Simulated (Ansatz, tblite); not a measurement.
Removing an electron: TeF2. Total charge 0; singlet. Geometry: PBE0-D4/def2-TZVP. Ansatz, gas phase; energy differences of separate SCF runs; the oxidised species was run as a doublet alone.

```
atom    x (Å)    y (Å)    z (Å)
 Te1  -0.7742   0.2230  -0.2815
  F2   0.1646   0.5981   1.3151
  F3   0.6096  -0.8211  -1.0336
```

In the def2 sets Te takes a core potential; there is no spin–orbit coupling. The xTB rows come from tblite. Correlated methods freeze 6 core orbitals; core or outer-core shells of Te are correlated, in sets that lack core-valence functions.

```json
{"level": "GFN1-xTB", "−HOMO (eV)": "12.03", "vertical IE (eV)": "17.09", "−LUMO (eV)": "9.33", "HOMO–LUMO gap (eV)": "2.69"}
{"level": "GFN2-xTB", "−HOMO (eV)": "11.74", "vertical IE (eV)": "16.64", "−LUMO (eV)": "8.30", "HOMO–LUMO gap (eV)": "3.43"}
{"level": "HF/def2-TZVPP", "−HOMO (eV)": "–", "vertical IE (eV)": "8.67", "−LUMO (eV)": "–", "HOMO–LUMO gap (eV)": "–"}
{"level": "PBE-D4/def2-TZVP", "−HOMO (eV)": "5.43", "vertical IE (eV)": "8.95", "−LUMO (eV)": "3.55", "HOMO–LUMO gap (eV)": "1.88"}
{"level": "r2SCAN-D4/def2-TZVP", "−HOMO (eV)": "5.71", "vertical IE (eV)": "9.05", "−LUMO (eV)": "3.43", "HOMO–LUMO gap (eV)": "2.29"}
{"level": "PBE0-D4/def2-TZVP", "−HOMO (eV)": "6.68", "vertical IE (eV)": "9.20", "−LUMO (eV)": "2.73", "HOMO–LUMO gap (eV)": "3.95"}
{"level": "MP2/def2-TZVPP", "−HOMO (eV)": "–", "vertical IE (eV)": "9.19", "−LUMO (eV)": "–", "HOMO–LUMO gap (eV)": "–"}
{"level": "CCSD/def2-TZVPP", "−HOMO (eV)": "–", "vertical IE (eV)": "9.24", "−LUMO (eV)": "–", "HOMO–LUMO gap (eV)": "–"}
{"level": "CCSD(T)/def2-TZVPP", "−HOMO (eV)": "–", "vertical IE (eV)": "9.19", "−LUMO (eV)": "–", "HOMO–LUMO gap (eV)": "–"}
```

Relaxing the oxidised species (PBE0-D4/def2-TZVP) changes its energy by -0.13 eV at PBE0-D4/def2-TZVP, so the adiabatic ionisation energy to this nearest minimum is 9.06 eV. At PBE-D4/def2-TZVP it is 8.94 eV.   Raw xTB energy differences between charge states are shifted by several eV; the methods need an empirical correction for them.
